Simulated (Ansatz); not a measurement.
Mulliken charges of `O[SiH](F)S` from r2SCAN/def2-TZVPP in Ansatz (PBE0-D4/def2-TZVP geometry).

```
atom   x (Å)   y (Å)   z (Å)  charge (e)
  O1  -1.253   1.037  -0.296      -0.399
 Si2  -0.023   0.210   0.369       0.743
  F3   1.374   0.954   0.184      -0.311
  S4   0.135  -1.677  -0.592      -0.277
  H5  -1.314   1.078  -1.252       0.211
  H6  -0.291   0.149   1.814      -0.085
  H7   1.433  -1.818  -0.273       0.117
```

Task: By hand: the dipole of these point charges (1 e Å = 4.8032 D).

Result: Σ q r = (-0.067, -0.088, 0.049) e Å, of length 0.121 e Å = 0.58 D.

Task: How does the dipole of the full density compare? (An estimate is asked.)

Result: The calculation gave: (0.002, -0.061, -0.152) e Å, 0.79 D; the point charges give 0.73 times that, at 96° from its direction.

Point charges leave out the atoms' own dipoles, such as those of lone pairs, and Mulliken's split depends on the basis, so the two needn't agree.
